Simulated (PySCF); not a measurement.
# `[SiH3][C@@H]1CC(=S)O[SiH2]1`: 4 charge schemes on one density

C3H8OSSi2.
Atom-mapped SMILES: `[SiH3:1][C@@H:2]1[CH2:3][C:4](=[S:5])[O:6][SiH2:7]1` (hydrogens: H8, H9, H10 on Si1; H11 on C2; H12, H13 on C3; H14, H15 on Si7)

Geometry (GFN2-xTB, Å), atoms numbered from 1 in this order:
```
atom  x, y, z in Å
Si1   -1.7756   -0.7304   -0.5270
C2    -0.3388    0.5309   -0.4679
C3     0.9940   -0.1436   -0.8227
C4     1.6849   -0.5369    0.4502
S5     2.8274   -1.6789    0.5605
O6     1.2961    0.1537    1.5116
Si7    0.0292    1.2050    1.2770
H8    -3.0042   -0.0450   -0.1238
H9    -1.4916   -1.8524    0.3658
H10   -1.8861   -1.2132   -1.9055
H11   -0.5545    1.3257   -1.1832
H12    1.6599    0.5638   -1.3299
H13    0.8942   -1.0123   -1.4753
H14    0.5808    2.5557    1.3197
H15   -0.9200    0.8859    2.3285
```

Density: PBE0/pcSseg-1 (PySCF); schemes: Mulliken, IAO, Hirshfeld and ESP-fitted. Geometry: GFN2-xTB, one conformer, isolated molecule.

Task: For which atoms does the sign change between the 4 schemes (beyond +0.03 e in one, beyond −0.03 e in another)?

Result: For none.

Task: Do the Mulliken, IAO, Hirshfeld and ESP-fitted schemes agree on where the charge is highest?

Result: All schemes agree: Mulliken Si7 (+0.868); IAO Si7 (+0.985); Hirshfeld Si7 (+0.428); ESP-fitted Si7 (+0.574).

Task: Which atoms carry the lowest charge in the Mulliken, IAO, Hirshfeld and ESP-fitted schemes?

Result: The schemes don't all agree: Mulliken C2 (-0.828); IAO C2 (-0.670); Hirshfeld C2 (-0.200); ESP-fitted O6 (-0.360).

Task: Give the atomic charges in each scheme.

Result: In e:

```csv
atom,environment,Mulliken,IAO,Hirshfeld,ESP-fitted
Si1,SiH3 silicon,+0.506,+0.596,+0.312,+0.330
C2,sp3 carbon bound to silicon,-0.828,-0.670,-0.200,-0.115
C3,ring CH2 carbon,-0.156,-0.287,-0.076,-0.198
C4,thiocarbonyl carbon,+0.076,+0.136,+0.104,+0.229
S5,thiocarbonyl sulfur,-0.119,-0.148,-0.198,-0.276
O6,silyl ether oxygen,-0.505,-0.533,-0.176,-0.360
Si7,oxygen-bound silicon,+0.868,+0.985,+0.428,+0.574
H8,Si–H hydrogen,-0.076,-0.116,-0.076,-0.116
H9,Si–H hydrogen,-0.048,-0.108,-0.069,-0.057
H10,Si–H hydrogen,-0.068,-0.110,-0.073,-0.077
H11,methine hydrogen,+0.177,+0.162,+0.043,+0.038
H12,methylene hydrogen,+0.174,+0.173,+0.058,+0.133
H13,methylene hydrogen,+0.164,+0.167,+0.051,+0.069
H14,Si–H hydrogen,-0.082,-0.125,-0.067,-0.086
H15,Si–H hydrogen,-0.083,-0.120,-0.062,-0.088
```

Mean size of the charges over all atoms: IAO 0.296 e, Mulliken 0.262 e, ESP-fitted 0.183 e, Hirshfeld 0.133 e. Each set sums to the total charge, 0, to within 0.001 e. The IAO scheme counts the electrons in orthogonalised intrinsic atomic orbitals, a minimal basis polarised so that it spans the occupied orbitals exactly.

Task: Sum the charges by element, for elements with more than one atom.

Result: 
| element | atoms | Mulliken | IAO | Hirshfeld | ESP-fitted |
| --- | --- | --- | --- | --- | --- |
| Si | 2 | +1.374 | +1.580 | +0.740 | +0.904 |
| C | 3 | -0.908 | -0.822 | -0.172 | -0.084 |
| H | 8 | +0.158 | -0.077 | -0.194 | -0.184 |

Task: How closely do the schemes follow one another over all atoms?

Result: Correlation coefficient and root-mean-square difference: Mulliken with IAO 0.98, 0.073 e; Hirshfeld with ESP-fitted 0.96, 0.085 e; IAO with Hirshfeld 0.95, 0.237 e; Mulliken with Hirshfeld 0.91, 0.230 e; IAO with ESP-fitted 0.91, 0.207 e; Mulliken with ESP-fitted 0.84, 0.220 e.
